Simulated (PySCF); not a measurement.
An unknown gives this computed stick spectrum. Level of theory: PySCF, TDDFT wB97X-D/def2-SVPD, vertical, gas phase, core orbitals frozen in the response. Geometries: GFN2-xTB, one conformer each.

```tsv
state	E (eV)	λ (nm)	f
S1	6.05	205.1	0.0019
S2	6.76	183.5	0.020
S3	6.99	177.2	0.013
S4	7.26	170.7	0.012
S5	7.48	165.6	0.0023
S6	7.78	159.4	0.0097
S7	8.10	153.0	0.013
S8	8.26	150.1	0.029
```

Orbital energies (eV): HOMO-3 -11.16, HOMO-2 -10.99, HOMO-1 -10.08, HOMO -8.45, LUMO 2.05, LUMO+1 2.28, LUMO+2 2.58.

Problem. Which candidate is it? All have the formula C3H9NO2Si.
A. `C(CO[SiH2]O)/C=N\[H]`
B. `C=N[SiH](OC)OC`
C. `O[SiH](O)[C@H]1CCN1`

Solution. C. Its S1, at 6.05 eV, is the highest among the candidates; the nearest of the others has S1 at 5.23 eV. S1 is HOMO→LUMO (44%), HOMO→LUMO+1 (43%). Löwdin shares by element: HOMO nitrogen 48%, carbon 21% or more, silicon 6% (atoms not listed hold the other 24%); LUMO oxygen 30%, silicon 30%, hydrogen 8% or more (atoms not listed hold the other 32%). At the same level the other candidates give, for their lowest levels:
- `C=N[SiH](OC)OC`: 4.00 eV (f 0.001); 6.80 eV (f 0.007); 6.88 eV (f 0.000); 7.10 eV (f 0.031); 7.62 eV (f 0.037); T1 3.46 eV; HOMO -8.93, LUMO 0.86 eV
- `[H]/N=C\CCO[SiH2]O`: 5.23 eV (f 0.002); 7.44 eV (f 0.008); 7.49 eV (f 0.020); 7.76 eV (f 0.015); 7.96 eV (f 0.022); T1 4.48 eV; HOMO -9.29, LUMO 1.60 eV

The values belong to the conformer `[OH:1][SiH:2]([OH:3])[C@H:4]1[CH2:5][CH2:6][NH:7]1`: O1–Si2–C4–C5 141°, H–O1–Si2–O3 39°, H–O3–Si2–O1 138°.
Triplets come from the Tamm–Dancoff approximation.
